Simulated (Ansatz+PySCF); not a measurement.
Results of a calculation; reference values are marked as such.
Several solutions for quintet VH2O(+)

```xyz
4

V     0.0000    0.0000    0.0000
O     0.0000    0.0000    2.1840
H     0.7750    0.0000    2.7590
H    -0.7750    0.0000    2.7590
```

Basis set: def2-SVP (spherical functions). Charge 1, multiplicity 5.

PBE0 (unrestricted) was run from several starts with Ansatz (development build ahead of 0.2.0) and PySCF 2.14.0.

| run | program | start | converged | energy (hartree) | <S²> |
| --- | --- | --- | --- | --- | --- |
| A | Ansatz | search for the lowest state | yes | -1019.67677 | 6.00 |
| B | PySCF | guess minao, instabilities followed | yes | -1019.67676 | 6.00 |
| C | Ansatz | atomic start, no search | yes | -1019.67605 | 6.00 |
| D | Ansatz | stability test followed | yes | -1019.67677 | 6.00 |
| E | PySCF | guess huckel, instabilities followed | yes | -1019.67676 | 6.00 |
| F | PySCF | program defaults | yes | -1019.66699 | 6.00 |
| G | PySCF | guess atom, instabilities followed | yes | -1019.67676 | 6.00 |

**Question.** Which runs reached the lowest solution of this kind, and what is wrong with the others?

**Answer.** A, B, D, E, G reached the lowest solution found. Converged but too high: C by 0.02 eV, F by 0.27 eV. Convergence only shows a stationary point, and even a stable one can lie too high; stability tests and further starts are what find lower ones. Caution: other spin multiplicities were not run.
